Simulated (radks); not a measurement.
Problem. Excited configurations of Cr II: one electron is placed in a higher orbital outside [Ar] 3d4. The ground configuration is [Ar] 3d5. All-electron calculation, scalar-relativistic Kohn-Sham, PBE, spin-polarised, spherical densities, finite nucleus; open shells are filled with parallel spins first; Fermi nuclear charge, rms radius 3.6452 fm. Program: a radial shooting solver on a logarithmic mesh with Libxc functionals. Excitation = E - E(ground); binding = E(ion) - E, where the ion is the core of charge +2; n* = 2/sqrt(2 binding) in atomic units, and the quantum defect is n - n*.

| outer orbital | excitation (eV) | binding (eV) | n* | quantum defect | eigenvalue (eV) | <r> (bohr) |
|---|---|---|---|---|---|---|
| 4p | 6.261 | 10.993 | 2.225 | 1.775 | -8.161 | 3.505 |
| 4f | 13.647 | 3.607 | 3.884 | 0.116 | -2.610 | 8.562 |
| 5s | 10.508 | 6.747 | 2.840 | 2.160 | -5.402 | 6.366 |
| 5p | 11.828 | 5.427 | 3.167 | 1.833 | -4.278 | 7.493 |
| 5d | 13.663 | 3.591 | 3.893 | 1.107 | -2.770 | 10.59 |
| 6f | 15.505 | 1.749 | 5.578 | 0.422 | -1.386 | 21.94 |
| 7p | 15.077 | 2.178 | 4.999 | 2.001 | -1.780 | 19.48 |
| 7d | 15.564 | 1.691 | 5.674 | 1.326 | -1.379 | 24.43 |
| 7f | 15.944 | 1.310 | 6.445 | 0.555 | -1.064 | 30.59 |

Estimate the row for 6d.

Solution. excitation (eV) 14.874; binding (eV) 2.380; n* 4.781; quantum defect 1.219; eigenvalue (eV) -1.903; <r> (bohr) 16.82. The Delta-SCF ionisation energy is 17.254 eV (NIST Atomic Spectra Database: 16.486 eV, measured). Self-interaction in the functional shifts the binding energies and quantum defects, so they are the method's values and not measured ones. Open shells are spherical and high-spin; term and fine-structure splittings are not resolved.
